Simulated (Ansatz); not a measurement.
# Molecular dynamics of CO

Input:

```yaml
crystal:
  lattice:
    - [7.741753, 0.0, 0.0]
    - [0.0, 7.741753, 0.0]
    - [0.0, 0.0, 7.741753]
  atoms:
    - { symbol: O, position: [0.90307172, 0.83360779, 0.93090845] }
    - { symbol: C, position: [0.7788846, 0.77837289, 0.98353175] }
    - { symbol: O, position: [0.27944888, 0.11728835, 0.640927] }
    - { symbol: C, position: [0.14322146, 0.14655459, 0.68340962] }
    - { symbol: O, position: [0.99776833, 0.23946583, 0.27184126] }
    - { symbol: C, position: [0.99319993, 0.38007798, 0.2348372] }
    - { symbol: O, position: [0.41870989, 0.26687212, 0.2566113] }
    - { symbol: C, position: [0.54696729, 0.23333568, 0.19617111] }
    - { symbol: O, position: [0.71907353, 0.32777678, 0.78125349] }
    - { symbol: C, position: [0.69841938, 0.28056858, 0.64503965] }
    - { symbol: O, position: [0.75573996, 0.68744019, 0.50934498] }
    - { symbol: C, position: [0.82255408, 0.8123306, 0.47477357] }
    - { symbol: O, position: [0.3498061, 0.72676862, 0.79118485] }
    - { symbol: C, position: [0.26388468, 0.62197799, 0.73807875] }
    - { symbol: O, position: [0.34605033, 0.7959277, 0.35575795] }
    - { symbol: C, position: [0.28544874, 0.8344653, 0.22902228] }
basis:
  ecutwfc: 500.0
kpoints:
  mp_grid: { grid: [1, 1, 1] }
hamiltonian:
  xc: r2scan
scf:
  occupations: { method: fermi_dirac, width: 0.02 }
  lower_state_search: "off"
md:
  timestep: 1
  n_steps: 20
  ensemble: nvt_langevin
  temperature: 350.0
  initial_velocities: maxwell_boltzmann
  seed: 713496
  friction: 0.02
```

Launched with:

```bash
$ ansatz run input.yaml --threads 1 --pin off --max-ram 3072MiB --backend cpu --events-out ev --progress --plain --runs-dir out
```

It starts from a partly relaxed structure (largest force component 0.25 eV/Å).

Output, in part (step lines):

```
md step     0: t =     0.00 fs  T =   328.1 K  F+E_penalty+E_count = -6546.79587240 eV  E_kin = 0.678615 eV  (10 SCF iters)
md step     1: t =     1.00 fs  T =   338.8 K  F+E_penalty+E_count = -6546.77773493 eV  E_kin = 0.700741 eV  (9 SCF iters)
md step     2: t =     2.00 fs  T =   316.7 K  F+E_penalty+E_count = -6546.73444245 eV  E_kin = 0.654903 eV  (9 SCF iters)
md step     3: t =     3.00 fs  T =   327.7 K  F+E_penalty+E_count = -6546.68935251 eV  E_kin = 0.677825 eV  (8 SCF iters)
md step     4: t =     4.00 fs  T =   330.9 K  F+E_penalty+E_count = -6546.67203219 eV  E_kin = 0.684456 eV  (8 SCF iters)
md step     5: t =     5.00 fs  T =   365.0 K  F+E_penalty+E_count = -6546.69842370 eV  E_kin = 0.754820 eV  (7 SCF iters)
md step     6: t =     6.00 fs  T =   408.7 K  F+E_penalty+E_count = -6546.74675596 eV  E_kin = 0.845305 eV  (6 SCF iters)
md step     7: t =     7.00 fs  T =   411.9 K  F+E_penalty+E_count = -6546.78247753 eV  E_kin = 0.851850 eV  (7 SCF iters)
md step     8: t =     8.00 fs  T =   412.8 K  F+E_penalty+E_count = -6546.78275267 eV  E_kin = 0.853797 eV  (7 SCF iters)
md step     9: t =     9.00 fs  T =   404.2 K  F+E_penalty+E_count = -6546.74370031 eV  E_kin = 0.835915 eV  (7 SCF iters)
md step    10: t =    10.00 fs  T =   401.7 K  F+E_penalty+E_count = -6546.68357838 eV  E_kin = 0.830757 eV  (9 SCF iters)
md step    11: t =    11.00 fs  T =   366.1 K  F+E_penalty+E_count = -6546.64294507 eV  E_kin = 0.757164 eV  (7 SCF iters)
md step    12: t =    12.00 fs  T =   360.5 K  F+E_penalty+E_count = -6546.64399481 eV  E_kin = 0.745508 eV  (7 SCF iters)
md step    13: t =    13.00 fs  T =   352.4 K  F+E_penalty+E_count = -6546.68028131 eV  E_kin = 0.728915 eV  (7 SCF iters)
md step    14: t =    14.00 fs  T =   365.8 K  F+E_penalty+E_count = -6546.73322609 eV  E_kin = 0.756596 eV  (7 SCF iters)
md step    15: t =    15.00 fs  T =   390.9 K  F+E_penalty+E_count = -6546.76723408 eV  E_kin = 0.808547 eV  (6 SCF iters)
md step    16: t =    16.00 fs  T =   398.5 K  F+E_penalty+E_count = -6546.75018189 eV  E_kin = 0.824105 eV  (7 SCF iters)
md step    17: t =    17.00 fs  T =   360.9 K  F+E_penalty+E_count = -6546.69225432 eV  E_kin = 0.746429 eV  (7 SCF iters)
md step    18: t =    18.00 fs  T =   339.2 K  F+E_penalty+E_count = -6546.64466713 eV  E_kin = 0.701460 eV  (7 SCF iters)
md step    19: t =    19.00 fs  T =   327.4 K  F+E_penalty+E_count = -6546.63744407 eV  E_kin = 0.677164 eV  (7 SCF iters)
md step    20: t =    20.00 fs  T =   294.1 K  F+E_penalty+E_count = -6546.66713790 eV  E_kin = 0.608232 eV  (9 SCF iters)
```

All steps were run. A run of 0.02 ps of so small a system gives no equilibrium averages. Limits of this set-up: coarse k mesh.

Mean squared displacements from the first frame to the last, about the centre of mass: O 0.02 Å², C 0.02 Å².

Last frame:

```xyz
16
Lattice="7.7418 0.0000 0.0000 0.0000 7.7418 0.0000 0.0000 0.0000 7.7418" Properties=species:S:1:pos:R:3
O 6.961 6.553 7.351
C 6.063 6.052 7.756
O 2.180 0.951 4.878
C 1.067 1.101 5.076
O 7.593 1.852 2.091
C 7.732 2.959 1.908
O 3.338 2.104 1.873
C 4.309 1.784 1.444
O 5.552 2.646 5.853
C 5.492 2.040 4.901
O 5.805 5.278 3.934
C 6.332 6.236 3.720
O 2.706 5.558 6.196
C 2.106 4.705 5.746
O 2.702 6.176 2.870
C 2.150 6.485 1.906
```

The run took 21 min on 1 thread of Arm Neoverse N1 (shared host), peak memory 1.3 GiB.
